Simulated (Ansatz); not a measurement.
Mulliken charges of `C[Si](C)F` radical from PBE/def2-TZVPP in Ansatz (PBE0-D4/def2-TZVP geometry).

```csv
atom,x (Å),y (Å),z (Å),charge (e)
C1,-0.734,1.210,-0.651,-0.363
Si2,0.087,-0.464,-0.755,0.390
C3,0.993,-0.909,0.817,-0.363
F4,-1.079,-1.561,-0.965,-0.290
H5,-1.285,1.438,-1.566,0.111
H6,-1.437,1.230,0.189,0.101
H7,0.012,1.993,-0.496,0.101
H8,1.794,-0.191,1.012,0.101
H9,0.300,-0.893,1.665,0.101
H10,1.434,-1.905,0.752,0.111
```

By hand: the dipole of these point charges (1 e Å = 4.8032 D).

Σ q r = (0.337, 0.327, 0.074) e Å, of length 0.475 e Å = 2.28 D.

How does the dipole of the full density compare? (Best estimate.)

Computed: (0.156, 0.268, 0.204) e Å, 1.78 D; the point charges give 1.28 times that, at 28° from its direction.

Point charges leave out the atoms' own dipoles, such as those of lone pairs, and Mulliken's split depends on the basis, so the two needn't agree.
